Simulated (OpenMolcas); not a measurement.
## How methods differ on InNH4 (SMILES [NH2][InH2])

InNH4 has 6 atoms, charge 0, and is taken as a singlet. SMILES: `[NH2][InH2]`. The shape is that of a PBE0-D4/def2-TZVP optimisation.

```xyz
6

N    -0.0922   -1.0605    0.0366
In    0.0953    0.9359   -0.0483
H    -0.5980   -1.5529    0.7534
H     0.3119   -1.6973   -0.6293
H     1.0125    1.5205   -1.3707
H    -0.6874    1.7903    1.2121
```

Quantity: the energy change with the N1–H4 bond stretched from 1.006 to 1.157 Å, in eV. The values are calculated.

```csv
level,kind,program,value (eV),CPU time (all runs)
SVWN5/def2-SVP (core potential) (restricted),LDA,OpenMolcas,0.29,34 s
revPBE/def2-SVP (core potential) (restricted),GGA,OpenMolcas,0.29,50 s
M06-L/def2-SVP (core potential) (restricted),meta-GGA,OpenMolcas,0.36,58 s
TPSS/def2-SVP (core potential) (restricted),meta-GGA,OpenMolcas,0.31,62 s
M06-2X/def2-SVP (core potential) (restricted),hybrid meta-GGA,OpenMolcas,0.36,45 s
PBE0/def2-SVP (core potential) (restricted),global hybrid,OpenMolcas,0.36,39 s
B2PLYP/def2-SVP (core potential) (restricted),double hybrid,OpenMolcas,0.35,31 s
MP2/def2-SVP (core potential) (restricted),perturbation theory,OpenMolcas,0.36,11 s
```

The first shape isn't each level's own minimum. The values span 0.29 to 0.36 eV. In the correlated wave-function rows the outer d shell of In is correlated, in sets not made for it. Times are those of the runs behind each value, whatever else they computed, on shared processors of several kinds: orders of magnitude only.
